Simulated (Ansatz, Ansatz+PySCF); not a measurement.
```xyz
12

C     1.4000    0.0000    0.0000
C     0.7000    1.2124    0.0000
C    -0.7000    1.2124    0.0000
C    -1.4000    0.0000    0.0000
C    -0.7000   -1.2124    0.0000
C     0.7000   -1.2124    0.0000
F     4.0000    0.0000    0.0000
H     1.2425    2.1521    0.0000
H    -1.2425    2.1521    0.0000
H    -2.4850    0.0000    0.0000
H    -1.2425   -2.1521    0.0000
H     1.2425   -2.1521    0.0000
```

Basis set: def2-SVP (spherical functions). Charge 0, multiplicity 3.

Computed with Ansatz (development build ahead of 0.2.0); each method stands on the lowest determinant of its kind that the runs found. Restricted functionals stand beside restricted open-shell atoms, which can lie above the unrestricted atoms usual in DFT and then raise those values.

The atomization energy at this shape (free ground-state atoms in the same class of orbitals less the molecule, no zero-point energy) of triplet C₆H₅F:

| method | atomization energy |
| --- | --- |
| PBE0 (unrestricted) | 1286.09 kcal/mol |
| PBE0 (restricted open-shell) | 1291.16 kcal/mol |
| UHF | 954.94 kcal/mol |
| ROHF | 960.38 kcal/mol |

**Question.** What does ωB97X (unrestricted) give?

**Answer.** 1262.18 kcal/mol. Caution: other spin multiplicities may lie lower. Caution for ωB97X (unrestricted), PBE0 (unrestricted), PBE0 (restricted open-shell): charge can spread falsely over distant fragments. Caution for UHF: the unrestricted determinant is spin contaminated.

The shape needn't be a minimum at these levels.
